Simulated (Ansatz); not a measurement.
# Molecular dynamics of N

Input:

```yaml
crystal:
  lattice:
    - [7.676693, 0.0, 0.0]
    - [0.0, 7.676693, 0.0]
    - [0.0, 0.0, 7.676693]
  atoms:
    - { symbol: "N", position: [0.82347393, 0.78662142, 0.62375218] }
    - { symbol: "N", position: [0.88795266, 0.72010743, 0.73341702] }
    - { symbol: "N", position: [0.26463387, 0.52449956, 0.59424504] }
    - { symbol: "N", position: [0.37670555, 0.58751858, 0.65811878] }
    - { symbol: "N", position: [0.56190538, 0.89990312, 0.19624728] }
    - { symbol: "N", position: [0.61709864, 0.97018962, 0.0838884] }
    - { symbol: "N", position: [0.7230308, 0.24130669, 0.68973016] }
    - { symbol: "N", position: [0.652093, 0.22126326, 0.56653939] }
    - { symbol: "N", position: [0.10274553, 0.84875142, 0.2665542] }
    - { symbol: "N", position: [0.09624925, 0.90549048, 0.13483397] }
    - { symbol: "N", position: [0.87032368, 0.42085514, 1.14283379] }
    - { symbol: "N", position: [0.73998342, 0.47054689, 1.10886958] }
basis:
  ecutwfc: 420.0
kpoints:
  mp_grid: { grid: [1, 1, 1] }
hamiltonian:
  xc: pbe
scf:
  occupations: { method: fermi_dirac, width: 0.05 }
  lower_state_search: "off"
md:
  timestep: 1.5
  n_steps: 300
  ensemble: nvt_langevin
  temperature: 250.0
  initial_velocities: maxwell_boltzmann
  seed: 496469
  friction: 0.02
```

Command:

```bash
$ ansatz run input.yaml --threads 1 --pin off --max-ram 3072MiB --backend cpu --events-out ev --progress --plain --runs-dir out
```

It starts from a relaxed structure.

Output, in part (step lines):

```
md step     0: t =     0.00 fs  T =   229.2 K  F+E_penalty+E_count = -4608.24896863 eV  E_kin = 0.355465 eV  (10 SCF iters)
md step     1: t =     1.50 fs  T =   219.1 K  F+E_penalty+E_count = -4608.22532178 eV  E_kin = 0.339911 eV  (8 SCF iters)
md step     2: t =     3.00 fs  T =   235.5 K  F+E_penalty+E_count = -4608.19246627 eV  E_kin = 0.365351 eV  (9 SCF iters)
md step     3: t =     4.50 fs  T =   209.9 K  F+E_penalty+E_count = -4608.20047770 eV  E_kin = 0.325522 eV  (8 SCF iters)
md step     4: t =     6.00 fs  T =   231.6 K  F+E_penalty+E_count = -4608.23177006 eV  E_kin = 0.359169 eV  (8 SCF iters)
md step     5: t =     7.50 fs  T =   255.3 K  F+E_penalty+E_count = -4608.24036906 eV  E_kin = 0.395937 eV  (7 SCF iters)
md step     6: t =     9.00 fs  T =   232.0 K  F+E_penalty+E_count = -4608.22356175 eV  E_kin = 0.359838 eV  (7 SCF iters)
md step     7: t =    10.50 fs  T =   232.0 K  F+E_penalty+E_count = -4608.19908477 eV  E_kin = 0.359818 eV  (7 SCF iters)
[... lines left out ...]
md step   299: t =   448.50 fs  T =   285.4 K  F+E_penalty+E_count = -4608.12489249 eV  E_kin = 0.442731 eV  (7 SCF iters)
md step   300: t =   450.00 fs  T =   266.1 K  F+E_penalty+E_count = -4608.12203250 eV  E_kin = 0.412695 eV  (8 SCF iters)
```

The steps, from the saved trajectory:

```csv
time (fs),T (K),potential energy less start (eV)
0.0,229,0.000
15.0,286,0.014
30.0,195,0.056
45.0,257,0.074
60.0,326,0.072
75.0,222,0.061
90.0,279,0.097
105.0,309,0.100
120.0,174,0.092
135.0,226,0.097
150.0,354,0.091
165.0,337,0.071
180.0,257,0.060
195.0,250,0.103
210.0,277,0.114
225.0,229,0.109
240.0,197,0.065
255.0,196,0.098
270.0,195,0.093
285.0,256,0.074
300.0,263,0.120
315.0,263,0.126
330.0,194,0.168
345.0,285,0.086
360.0,310,0.062
375.0,276,0.078
390.0,282,0.077
405.0,317,0.102
420.0,305,0.115
435.0,355,0.116
450.0,266,0.127
```

All steps were run. A run of 0.45 ps of so small a system gives no equilibrium averages. Limits of this set-up: coarse k mesh.

Mean squared displacements from the first frame to the last, about the centre of mass: N 0.65 Å².

Last frame:

```xyz
12
Lattice="7.6767 0.0000 0.0000 0.0000 7.6767 0.0000 0.0000 0.0000 7.6767" Properties=species:S:1:pos:R:3
N 6.465 5.623 4.619
N 5.986 5.364 5.597
N 1.747 3.779 5.036
N 2.338 4.571 5.504
N 3.538 6.438 1.101
N 3.752 7.183 0.305
N 5.997 2.316 4.766
N 5.707 1.425 4.196
N 0.962 6.909 2.567
N 0.090 6.996 1.901
N 6.489 4.058 8.340
N 6.132 3.279 9.021
```

The run took 9.2 min on 1 thread of Intel(R) Xeon(R) Platinum 8488C (Sapphire Rapids), on a shared host, peak memory 0.52 GiB.
